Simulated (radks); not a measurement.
The numbers below are computed, except where a source is named.
The thallium anion Tl- inside a hard spherical wall (all orbitals vanish at R), configuration held at [Hg] 6p2 and not refilled when levels cross. Level of theory: scalar-relativistic Kohn-Sham, r2SCAN, spin-polarised, spherical densities, finite nucleus; open shells are filled with parallel spins first (spin-orbit coupling, left out, can overturn this in heavy ions); meta-GGA in the generalised Kohn-Sham scheme; Fermi nuclear charge, rms radius 5.4759 fm (a radial shooting solver on a logarithmic mesh with Libxc functionals). Eigenvalues in eV for spin up, with the zero of energy where the potential of the charges vanishes at infinity; a dash marks a level that is unbound or too diffuse for the functional's potential to be trusted. A positive occupied level is held by the wall or, in an anion where self-interaction has pushed it up, behind a barrier. The pressure on the wall is -dE/dV.

R (bohr)  E (hartree)  kinetic (hartree)    e(5p)    e(5d)   e(6s)   e(6p)  e(7s, empty)  e(6d, empty)  pressure (GPa)
15        -20243.0732          22787.519  -72.937  -10.833  -5.230   1.361         2.365         3.641         0.00774
8         -20243.0359          22787.636  -71.016   -8.930  -3.717   2.954         7.224         8.535           0.802
7         -20243.0044          22787.745  -70.186   -8.124  -3.112   3.803        10.036        10.626            2.15
6         -20242.9343          22788.003  -68.868   -6.865  -2.118   5.313        15.055        14.040            6.89
5         -20242.7528          22788.697  -66.533   -4.685  -0.156   8.360        24.932        20.318            27.9
3         -20239.5526          22800.996  -48.743   11.887  21.822  39.397        110.18        71.110            1440
2.5       -20234.8056          22818.479  -33.915   27.191  47.595  73.158        189.27        117.39            5740
2         -20220.1604          22869.498   -3.423   62.258  115.94  156.92        365.15        220.16           30000
1.5       -20163.0394          23051.302   79.544   163.68  334.26  404.09        834.54        495.27          233000
